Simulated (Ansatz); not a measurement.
Mulliken charges of CH$_{5}$NOSSi, SMILES `C=N[SiH](O)S` from ωB97M-V/def2-TZVPP in Ansatz (PBE0-D4/def2-TZVP geometry).

```tsv
atom	x (Å)	y (Å)	z (Å)	charge (e)
C1	-1.124	1.607	0.609	-0.064
N2	-0.837	0.720	-0.235	-0.298
Si3	0.342	-0.528	0.003	0.522
O4	-0.355	-2.000	-0.137	-0.370
S5	1.772	-0.111	-1.518	-0.253
H6	-0.653	1.694	1.600	0.096
H7	-1.887	2.361	0.382	0.112
H8	0.960	-0.537	1.352	-0.050
H9	-0.764	-2.209	-0.979	0.186
H10	2.628	-1.049	-1.075	0.118
```

**Question.** By hand: the dipole of these point charges (1 e Å = 4.8032 D).

**Answer.** Σ q r = (0.029, 0.094, 0.287) e Å, of length 0.303 e Å = 1.46 D.

**Question.** How does the dipole of the full density compare? (Estimate.)

**Answer.** Ansatz gave: (-0.090, 0.089, 0.173) e Å, 1.03 D; the point charges give 1.42 times that, at 32° from its direction.

Point charges leave out the atoms' own dipoles, such as those of lone pairs, and Mulliken's split depends on the basis, so the two needn't agree.
